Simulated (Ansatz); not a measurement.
Molecule: C2H6Cl2O2Si, net charge 0, singlet state. SMILES: [Si](Cl)(Cl)(OC)OC
Geometry from a B3LYP-D3(BJ)/def2-TZVP (Ansatz, an electronic-structure program) optimisation:
```xyz
13

C     -2.4389     1.2487    -0.3828
O     -1.5927     0.1397    -0.6830
Si    -0.0924    -0.0662    -0.1361
Cl    -0.0684    -0.1533     1.9211
Cl     0.5932    -1.8451    -0.8622
O      0.8420     1.1623    -0.6171
C      2.2162     1.3588    -0.2982
H     -3.3866     1.0814    -0.8908
H     -1.9951     2.1793    -0.7406
H     -2.6146     1.3195     0.6926
H      2.3562     1.4276     0.7825
H      2.8229     0.5397    -0.6899
H      2.5309     2.2916    -0.7622
```
Charge 0, spin multiplicity 1.

Quantity: atomisation energy (electronic, to ground-state atoms), in kcal/mol. Correlated levels leave the core frozen unless marked. Open shells are spin-unrestricted. Spin-orbit coupling is left out. Non-relativistic. The coupled-cluster limit lacks core correlation, which all-electron functionals hold. CBS(X,Y): correlation extrapolated as X^-3; Hartree-Fock from the larger set.

```
level                                        program  atomisation energy (kcal/mol)  minus last row
------------------------------------  --------------  -----------------------------  --------------
HF/STO-3G                                     Ansatz                          981.8          -229.8
HF/cc-pV(D+d)Z                                Ansatz                          851.8          -359.8
HF/aug-cc-pV(T+d)Z                            Ansatz                          882.2          -329.4
SVWN5/def2-TZVPD                              Ansatz                         1383.2           171.6
PBE-D4/def2-TZVPD                     Ansatz + dftd4                         1226.1            14.5
revPBE-D4/def2-TZVPD                  Ansatz + dftd4                         1194.7           -16.9
r2SCAN-D4/def2-TZVPD                  Ansatz + dftd4                         1211.0            -0.6
PBE0/STO-3G                                   Ansatz                         1330.6           119.0
PBE0-D4/def2-TZVPD                    Ansatz + dftd4                         1205.0            -6.6
LC-wPBE-D4/def2-TZVPD                 Ansatz + dftd4                         1208.3            -3.3
wB97M-V/def2-TZVPD                            Ansatz                         1210.6            -1.0
wB97X-V/def2-TZVPD                            Ansatz                         1209.8            -1.8
wB97X/def2-TZVPD                              Ansatz                         1203.1            -8.5
B2GP-PLYP-D4/def2-TZVPD               Ansatz + dftd4                         1191.4           -20.2
MP2/cc-pV(D+d)Z                               Ansatz                         1125.1           -86.5
SCS-MP2/STO-3G                                Ansatz                         1105.7          -105.9
SCS-MP2/6-31G*                                Ansatz                         1098.8          -112.8
CCSD/STO-3G                                   Ansatz                         1117.9           -93.7
CCSD(T)/aug-cc-pV(D+d)Z                       Ansatz                         1117.7           -93.9
CCSD(T)/cc-pV(Q+d)Z                           Ansatz                         1196.7           -14.9
CCSD(T)/CBS(cc-pV(T+d)Z,cc-pV(Q+d)Z)          Ansatz                         1211.6             0.0
```
